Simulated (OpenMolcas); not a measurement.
## V3+: moving the ligands

V3+ with 6 ligands (ammonia) in octahedral coordination (S6) at 2.06 Å. Ligand basis ANO-RCC-VDZP.

* Program: OpenMolcas 26.06
* Method: SS-CASPT2, IPEA 0.25 Eh, imaginary shift 0.1 Eh (closed shells correlated: 3s 3p and the ligand valence shells)
* Basis: ANO-RCC-VDZP [5s4p2d1f]
* Scalar Hamiltonian: DKH2, point nucleus
* Active space: 2 electrons in 5 orbitals (3d)
* State averaging: 2S+1 = 3 even, 10 roots; 2S+1 = 1 even, 15 roots
* Spin-orbit coupling: RASSI with atomic mean-field integrals over the reference wave functions

Runs around this geometry, states. Energies in cm-1 above the lowest state or level, χT in cm3 K/mol.

```
R (Å)  Ground state  First state of that spin  First gap with spin-orbit (degeneracies)  χT at 300 K  First state of another spin
 2.04      2S+1 = 3                       230                                 69 (2, 2)        0.920               2S+1 = 1: 9800
 2.06      2S+1 = 3                       220                                 67 (2, 2)        0.918               2S+1 = 1: 9890
 2.18      2S+1 = 3                       160                                 57 (2, 2)        0.907              2S+1 = 1: 10270
```

Roots that are degenerate in the reference are averaged as groups; the widest CASPT2 spread within a group is 52 cm-1 (the 2-fold group of multiplicity 1 near 34000 cm-1 above the lowest state of its run, R = 2.06). Shifts and gaps below about the spread of the groups concerned are not significant. Over all roots computed the reference weight is 0.69 to 0.71 in R = 2.04, 0.69 to 0.71 in R = 2.06, 0.69 to 0.71 in R = 2.18; a low but even weight reflects the number of correlated electrons. An orbital doublet at a regular site is open to a Jahn-Teller distortion, which this geometry leaves out. Ligand-to-metal charge-transfer states are missing. With no ligand orbital active B as a rule stays too high, so bands that hang on it stand too high and its fall with covalency is understated. With one d shell and no ligand orbital active, 10Dq can be off by a tenth or more. The least metal-like active orbital is 84 % on the metal (Löwdin) and no ligand orbital is active, so the numbers are rough (holds for R = 2.04; R = 2.06). No measured value stands beside these numbers; the geometry is a model, was not optimised and need not be the one that this ion takes.

A state without a sure symmetry label is named by its multiplicity alone.
